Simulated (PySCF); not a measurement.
Level of theory: B3LYP-D3(BJ)/def2-TZVP in PySCF. All species are isolated molecules in the gas phase. One relaxed conformer stands for a flexible species; it need not be the lowest. B3LYP has the VWN-RPA correlation part, as in Gaussian. Delta-SCF ions had no search for a lower state. Excitations are Tamm–Dancoff values on a coarser integration grid. The basis has no diffuse functions, so Rydberg states are missing or too high.

Reference species (SMILES): `C=C(O)[SiH3]` (Si–C–O–H torsion 0°) (neutral, multiplicity 1).

```
Item                                           Value
-------------------------------------------  -------
brightest of the four lowest singlets (TDA)  6.70 eV
T1 excitation (TDA)                          3.99 eV
vertical ionisation energy (Delta-SCF)       9.12 eV
HOMO–LUMO gap                                6.46 eV
```

Changed species: `O([SiH3])C=C` (C–C–O–Si torsion 180°).

Question: Give the shifts of the brightest of the four lowest singlets (TDA), T1 excitation (TDA), vertical ionisation energy (Delta-SCF) and HOMO–LUMO gap.

Answer: the brightest of the four lowest singlets (TDA) rises by 0.26 eV, to 6.96 eV; the T1 excitation (TDA) rises by 0.32 eV, to 4.31 eV; the vertical ionisation energy (Delta-SCF) goes up by 0.05 eV, to 9.17 eV; the HOMO–LUMO gap increases by 0.20 eV, to 6.66 eV.
